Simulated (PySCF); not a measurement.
# AuBr₂⁺: fields on a plane

All numbers come from UB3LYP in PySCF with Au def2-SVP with ECP60, Br def2-SVP; scalar-relativistic core potentials, no spin–orbit coupling; density-fitted integrals.

The triplet minimum has Au–Br 2.353 Å (×2); Br–Au–Br 180.0°.

The plane holds Au1 at (0.00, 0.00), Br2 at (2.35, 0.00), Br3 at (-2.35, 0.00) Å. Columns run from x = -4.35 to 4.65 Å, rows from y = 2.25 (top) to -1.95 Å, in steps of 0.3 Å. Other isomers or separated fragments may lie lower. Core electrons replaced by a potential are absent, the electrostatic potential uses the reduced nuclear charge, and values within about 0.7 Å of such atoms have no physical meaning.

Task: Give the electron localisation function (set to 0 where the density is under 0.005 e/Å³). Every second row and column.

Result: 
```
0.00 0.00 0.00 0.00 0.00 0.00 0.00 0.04 0.00 0.00 0.00 0.10 0.00 0.00 0.00 0.00
0.00 0.14 0.36 0.48 0.39 0.14 0.12 0.21 0.17 0.10 0.26 0.46 0.44 0.26 0.00 0.00
0.00 0.39 0.78 0.83 0.78 0.40 0.24 0.42 0.33 0.21 0.68 0.81 0.84 0.61 0.21 0.00
0.17 0.63 0.78 0.27 0.17 0.64 0.37 0.78 0.69 0.23 0.64 0.37 0.31 0.83 0.34 0.00
0.19 0.68 0.66 0.75 0.48 0.66 0.51 0.01 0.81 0.23 0.40 0.42 0.22 0.84 0.38 0.00
0.13 0.51 0.85 0.58 0.66 0.55 0.27 0.61 0.46 0.23 0.76 0.51 0.77 0.77 0.29 0.00
0.00 0.26 0.57 0.73 0.62 0.26 0.19 0.31 0.26 0.16 0.46 0.71 0.69 0.41 0.12 0.00
0.00 0.00 0.19 0.28 0.21 0.06 0.06 0.12 0.09 0.04 0.12 0.27 0.25 0.00 0.00 0.00
```

Task: Give the electron density (e/Å³) (cut at 5 e/Å³). Lower edges of the bins (e/Å³): '0' 0.000, '1' 0.030, '2' 0.076, '3' 0.151, '4' 0.268, '5' 0.455, '6' 0.750, '7' 1.218, '8' 1.960, '9' 3.136; top 5.00.

Result: 
```
0000000000000000000000000000000
0000000000000000000000000000000
0000011111001111110011111000000
0001122222112233221122222110000
0001344543323455432334544310000
0013466765445788754456766431000
0023679986557999975568997632000
0124699997658966985679999642100
0124699997658966985679999642100
0023679986557999975568997632000
0013466765445788754456766431000
0001344543323455432334544310000
0001122222112233221122222110000
0000011111001111110011111000000
0000000000000000000000000000000
```

Other spin states or occupations of the open shell can lie lower. No spin–orbit coupling is included, which matters more the heavier the element.
